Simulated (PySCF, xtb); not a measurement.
SeCl4, SMILES Cl[Se](Cl)(Cl)Cl.

GFN2-xTB in xtb at its own geometry gives an orbital gap of 2.61 eV and a dipole moment of 0.98 D.

The structure is a stationary point at PBE0-D3(BJ)/def2-SVP. The isomer is the one that the SMILES or the coordinates give; other isomers of the formula were not compared.

**Question.** What does PySCF with PBE/def2-TZVP give? (Estimate from the structure and the level; the computed values follow.)

**Answer.** gap 2.55 eV (levels -7.26 and -4.71 eV), dipole 0.20 D.
